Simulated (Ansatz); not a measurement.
Ideal-gas functions of BBrClH3Si (`Cl[SiH2]BBr`) at 600 K and 1 bar, from an Ansatz frequency run at PBE0-D4/def2-TZVP.

Molar mass 157.28 g/mol, point group Cs (symmetry number 1), electronic degeneracy 1, moments of inertia 30.659, 711.416, 736.176 u Å². Harmonic wavenumbers (cm⁻¹, unscaled): 31, 96, 165, 380, 540, 608, 668, 750, 760, 821, 919, 1020, 2225, 2231, 2671.

Use S(trans) = R[1.5 ln M + 2.5 ln T − 1.1517]; rotational temperatures θ = 24.2544 K / I; S(rot) = R[ln(√π/σ · √(T³/θAθBθC)) + 1.5]; for each mode x = 1.438777 ν̃/T, S = R[x/(eˣ − 1) − ln(1 − e⁻ˣ)] and H = RT x/(eˣ − 1); 1 cm⁻¹ = 0.0119627 kJ/mol; R = 8.31446 J/(mol·K).

By hand: the entropy, in J/(mol·K).

Translation 186.5. Rotation: θ = 0.7911, 0.0341, 0.0329 K, giving 126.2. Vibration, mode by mode: 29.93, 20.54, 16.08, 9.37, 6.72, 5.88, 5.23, 4.47, 4.39, 3.91, 3.25, 2.68, 0.25, 0.25, 0.10, in all 113.1. Electronic 0.0. Sum 425.8 J/(mol·K).

By hand: H − E and G − E in kJ/mol, counted from the electronic energy.

Zero-point energy ½ × 13885 × 0.0119627 = 83.1; thermal vibration 31.0; translation, rotation and pV give 4 RT = 20.0. H − E = 134.1 kJ/mol, and G − E = 134.1 − 600 × 425.8/1000 = -121.4 kJ/mol.

Vibration gives 27 % of the entropy, 50.5 J/(mol·K) of it from the modes under 150 cm⁻¹: soft modes count most, and the harmonic formula is weakest for them. The sum counts one conformer and one mirror image; others add a mixing term.
